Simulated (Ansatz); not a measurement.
Hf(F)2(SH)2 (F₂H₂HfS₂), SMILES [F][Hf]([F])([SH])[SH], multiplicity 1.

The structure is a stationary point at B3LYP-D3(BJ)/def2-SVP. A frequency run showed that this geometry is not a minimum. The spin state was assumed, not searched. The structure was generated by enumeration; whether it is a known compound was not checked. The def2 effective core potentials stand for the cores of Hf; spin–orbit coupling is left out. The values are those of a single conformer.

Two levels are set side by side: PBE/def2-SVPD (Ansatz, an electronic-structure program) and PBE0/def2-SVPD (Ansatz). Energy differences of separate SCF runs at the same geometry; the states with an electron removed or added have multiplicity 2 and 2. Differences are taken from unrounded values.

```json
[
 {"quantity": "vertical ionisation energy (eV)", "PBE0": "10.13"},
 {"quantity": "vertical electron affinity (eV)", "PBE0": "0.79"},
 {"quantity": "vertical singlet–triplet gap (eV)", "PBE0": "4.09"}
]
```

**Question.** What does PBE give, and how far is it from PBE0? (Estimate from the structure and the level; the computed values follow.)

**Answer.** 
| quantity | PBE | PBE minus PBE0 |
|---|---|---|
| vertical ionisation energy (eV) | 9.72 | -0.41 |
| vertical electron affinity (eV) | 0.70 | -0.09 |
| vertical singlet–triplet gap (eV) | 3.81 | -0.28 |
